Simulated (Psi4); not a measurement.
Psi4 input (wB97X-D/6-31G*):

```
memory 1500 MB

molecule {
0 2
B     0.00000000    0.00000000    0.00000000
O    -0.00000000   -0.00000000   -1.26121000
O     0.00000000    0.00000000    1.26121000
symmetry c1
no_reorient
no_com
}

set {
  basis 6-31G*
  reference uks
  scf_type pk
  dft_radial_points 99
  dft_spherical_points 590
  e_convergence 1e-8
  d_convergence 1e-7
  maxiter 150
}

e = energy('wb97x-d')
print_out(f'\nFINAL {e:.10f} DIPOLE {variable("CURRENT DIPOLE")[0]:.6f} {variable("CURRENT DIPOLE")[1]:.6f} {variable("CURRENT DIPOLE")[2]:.6f}\n')
```

From the output:

```
       4A     -1.117791     5A     -1.109975     6A     -0.564964
       7A     -0.542210     8A     -0.515227     9A     -0.464987
      10A     -0.432358

    Beta Virtual:

      11A     -0.176963    12A      0.130224    13A      0.151095
      14A      0.167256    15A      0.359186    16A      0.468640
      17A      0.476900    18A      0.627553    19A      0.873865
      20A      0.884804    21A      0.965350    22A      0.978647
      23A      1.089676    24A      1.151660    25A      1.162483
      26A      1.236524    27A      1.236972    28A      1.344279
      29A      1.344525    30A      1.385525    31A      1.663027
      32A      1.841183    33A      1.842299    34A      2.002209
      35A      2.003178    36A      2.137208    37A      2.137459
      38A      2.432043    39A      2.822989    40A      2.826704
      41A      2.994473    42A      3.143082    43A      3.736949
      44A      3.822079    45A      4.151127

    Final Occupation by Irrep:
              A
    DOCC [    10 ]
    SOCC [     1 ]
    NA   [    11 ]
    NB   [    10 ]

  @UKS Final Energy:  -175.23453485552005

   => Energetics <=

    Nuclear Repulsion Energy =             46.9928462310321109
    One-Electron Energy =                -332.7983898036517303
    Two-Electron Energy =                 125.4028738483388565
    DFT Exchange-Correlation Energy =     -14.8317863392795815
    Empirical Dispersion Energy =          -0.0000787919596993
    VV10 Nonlocal Energy =                  0.0000000000000000
    Total Energy =                       -175.2345348555200530

  UHF NO Occupations:
  HONO-2 :    9  A 1.9994864
  HONO-1 :   10  A 1.9856262
  HONO-0 :   11  A 1.0000000
  LUNO+0 :   12  A 0.0143738
  LUNO+1 :   13  A 0.0005136
  LUNO+2 :   14  A 0.0003474
  LUNO+3 :   15  A 0.0001755

Computation Completed

Properties will be evaluated at   0.000000,   0.000000,   0.000000 [a0]

Properties computed using the SCF density matrix

 Multipole Moments:

 ------------------------------------------------------------------------------------
     Multipole            Electronic (a.u.)      Nuclear  (a.u.)        Total (a.u.)
 ------------------------------------------------------------------------------------

 L = 1.  Multiply by 2.5417464519 to convert [e a0] to [Debye]
 Dipole X            :         -0.0000000            0.0000000           -0.0000000
 Dipole Y            :          0.0000000            0.0000000            0.0000000
 Dipole Z            :         -0.0000000            0.0000000           -0.0000000
 Magnitude           :                                                    0.0000000

 ------------------------------------------------------------------------------------

FINAL -175.2345348555 DIPOLE -0.000000 0.000000 -0.000000

*** Psi4 exiting successfully. Buy a developer a beer!
```

The geometry given is a B3LYP-D3(BJ)/def2-TZVP minimum.
